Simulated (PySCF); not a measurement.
# I₃⁻, singlet: data card

Computed with PBE0 in PySCF with I def2-SVPD with ECP28; scalar-relativistic core potentials, no spin–orbit coupling; density-fitted integrals.

The structure is a minimum.

```xyz
3
charge -1 multiplicity 1, angstrom
I     0.0000    0.0000    0.0000
I     0.0000    0.0000    2.9597
I     0.0000    0.0000   -2.9597
```

```
Point group                                                                   : D∞h
Bond lengths                                                                  : I–I 2.960 Å (×2)
Bond angles                                                                   : I–I–I 180.0°
Lowest empty level                                                            : 0.75 eV
Heat capacity Cp at 298.15 K                                                  : 61.7 J/(mol K)
Rotational constants                                                          : 0.007582 cm⁻¹
Highest occupied level                                                        : -2.85 eV
Entropy at 298.15 K and 1 bar                                                 : 333.4 J/(mol K)
Dipole moment about the centre of mass                                        : 0.00 D
Rotational symmetry number                                                    : 2
Principal quadrupole moments (Buckingham, traceless) about the centre of mass : -34.83, 17.42, 17.42 D Å
Principal polarisabilities                                                    : 102.3, 102.3, 314.1 bohr³
Enthalpy at 298.15 K above 0 K                                                : 16.57 kJ/mol
Zero-point energy                                                             : 2.2 kJ/mol
```

Harmonic modes (masses in u: I 126.904):
```
symmetry  ω (cm⁻¹)  IR (km/mol, summed over degenerate members)     type
      πu        59                                          0.1     bend
     σg+       110                                          0.0  stretch
     σu+       140                                          113  stretch
```

In D∞h the vibrations span πu + σg+ + σu+. The σg+ mode carries no infrared intensity, as symmetry demands. With a centre of inversion only u modes can be infrared active and only g modes Raman active.

Charges (e); Mulliken and Löwdin values are unreliable with diffuse functions:
| atom | Mulliken | Löwdin | polar tensor | Mayer order to I1 |
| --- | --- | --- | --- | --- |
| I1 | 0.01 | -0.23 | 0.76 | – |
| I2,3 | -0.51 | -0.39 | -0.88 | 0.59 |

Mulliken populations on I1 (electrons outside its core potential): s 3.91, p 10.93, d 10.15.

This need not be the most stable arrangement of these atoms. The lowest empty level of this anion is unbound, so it and the gap depend on the basis.

The final relaxation and frequency run took 17 s on 2 threads of a shared AMD EPYC 9R45 96-Core (Zen 5) host, with 105 basis functions and 6 gradients; the process peaked at 1 GiB. Launch command: `OMP_NUM_THREADS=2 python axn.py task.json out`.
